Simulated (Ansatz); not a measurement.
Relaxation of F3HOZr (6 atoms, charge 0, multiplicity 1), to a largest force component of 0.02 eV/Å in at most 40 steps.

Level of theory: Ansatz, RKS B3LYP/def2-SVP.

```xyz
6
Properties=species:S:1:pos:R:3
Zr 0.000 0.000 0.000
F 0.000 0.000 1.980
F 1.867 0.000 -0.659
O -0.975 1.689 -0.689
H -1.933 1.458 -0.912
F -0.933 -1.616 -0.659
```

Problem. Where does it end, and by what steps?

Solution. It converged. After 8 steps the energy has fallen by 0.612 eV; H5 moved furthest, 0.58 Å.

```
step  energy less start (eV)  largest force component (eV/Å)  accepted
   0                  0.0000                           2.756       yes
   1                 -0.4146                           1.735       yes
   2                 -0.4857                           0.374       yes
   3                 -0.5227                           0.385       yes
   4                 -0.5443                           1.572       yes
   5                 -0.5613                           0.564       yes
   6                 -0.6108                           0.172       yes
   7                 -0.6124                           0.020       yes
   8                 -0.6124                           0.004       yes
```

```xyz
6
Properties=species:S:1:pos:R:3
Zr -0.051 -0.088 0.007
F 0.013 -0.020 1.919
F 1.720 0.122 -0.686
O -1.177 1.305 -0.655
H -1.743 2.004 -0.990
F -0.736 -1.791 -0.535
```

Whether the end is a true minimum wasn't checked by a vibrational analysis.

Run time: 47 s on 1 thread of Arm Neoverse V2, with other jobs on the host, peak memory 0.19 GiB.
